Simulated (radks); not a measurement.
All-electron atom: Hg64.375+ in [He] 2s2 2p(up 3, down 2.625) 3s2 3p4 (fractional occupations, a model configuration). Method: scalar-relativistic Kohn-Sham, PBE, spin-polarised, spherical densities, finite nucleus; open shells are filled with parallel spins first (spin-orbit coupling, left out, can overturn this in heavy ions); Fermi nuclear charge, rms radius 5.4648 fm; computed with a radial shooting solver on a logarithmic mesh with Libxc functionals. Some entries of the table are withheld. Estimate them.

| orbital | occ. | eigenvalue (Ry) | <r^2> (bohr^2) | r(max) (bohr) |
|---|---|---|---|---|
| 1s up | 1 | -6511.950 | 0.0003806 | 0.01023 |
| 1s down | 1 | -6510.924 | 0.0003805 | 0.01022 |
| 2s up | 1 | -1466.726 | 0.005657 | 0.05880 |
| 2s down | 1 | -1465.664 | 0.005656 | 0.05882 |
| 2p up | 3 | -1320.876 | 0.004741 | 0.04866 |
| 2p down | 2.625 | -1319.524 | 0.004742 | 0.04869 |
| 3s up | 1 | -585.4068 | 0.03207 | 0.1589 |
| 3s down | 1 | -583.5591 | 0.03213 | 0.1590 |
| 3p up | 3 | -542.5744 | (1) | 0.1565 |
| 3p down | 1 | -540.7131 | (2) | 0.1566 |

Answer. 
(1) 3p up <r^2> (bohr^2): 0.03181
(2) 3p down <r^2> (bohr^2): 0.03187
